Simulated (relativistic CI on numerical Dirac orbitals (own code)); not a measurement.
**Transition arrays of Sb VIII**

Calculated at this level of theory: Dirac-Coulomb-Breit CI, orbitals from a KLI potential per configuration, model QED (radiative potential, 1s self-energy scaled to tabulated hydrogen-like ionisation energies), valence Slater integrals scaled by 0.9, whole transition arrays (own radial code, finite nucleus).

Configuration list (outside the closed core [Ar] 3d10 4s2): 4p⁶4d⁸, 4p⁶4d⁷4f, 4p⁵4d⁹, 4p⁶4d⁷5p, 4p⁶4d⁷5f. Levels of other configurations are missing.

All E1 lines from the levels of 4p⁶4d⁸; mean and standard deviation are weighted by gf, and upper levels are sorted by their leading configuration.

```
Upper configuration  Lines    Σgf  Mean (eV)  Mean (nm)  σ (eV)  Strongest line (nm)
           4p⁶4d⁷4f    764  311.4      84.85     14.612    2.90               14.634
             4p⁵4d⁹     17   27.0      90.47     13.705    1.51               13.646
           4p⁶4d⁷5p    466   44.2      58.25     21.286    1.66               21.664
           4p⁶4d⁷5f    721  204.1     104.18     11.901    2.08               11.707
```

Σgf per state of the lower configuration in bins of 0.5 nm over the central range (centre: value): 11.75: 3.82, 12.25: 0.43, 12.75: 0.24, 13.25: 0.07, 13.75: 0.85, 14.25: 1.88, 14.75: 4.33, 15.25: 0.15, 16.25: 0.10, 16.75: 0.06, 17.25: 0.05, 20.75: 0.17, 21.25: 0.41.

How do configuration mixing and the scaling of the Slater integrals move the arrays?

Slater scale 0.9, no configuration mixing: 4p⁶4d⁷4f 86.1 ± 2.8 eV (Σgf 434.6), 4p⁵4d⁹ 81.5 ± 5.2 eV (Σgf 53.4), 4p⁶4d⁷5p 58.2 ± 1.6 eV (Σgf 50.3), 4p⁶4d⁷5f 101.0 ± 1.9 eV (Σgf 11.7); Slater scale 1: 4p⁶4d⁷4f 86.2 ± 3.0 eV (Σgf 298.3), 4p⁶4d⁷5p 58.3 ± 1.8 eV (Σgf 43.8), 4p⁶4d⁷5f 103.5 ± 4.6 eV (Σgf 255.6); Slater scale 0.8: 4p⁶4d⁷4f 83.3 ± 2.8 eV (Σgf 310.5), 4p⁵4d⁹ 89.1 ± 1.7 eV (Σgf 41.0), 4p⁶4d⁷5p 58.2 ± 1.5 eV (Σgf 44.5), 4p⁶4d⁷5f 103.6 ± 1.8 eV (Σgf 179.6). With mixing, levels are counted to their leading configuration, so an array can shrink or vanish into another, and the sums then hold other lines.
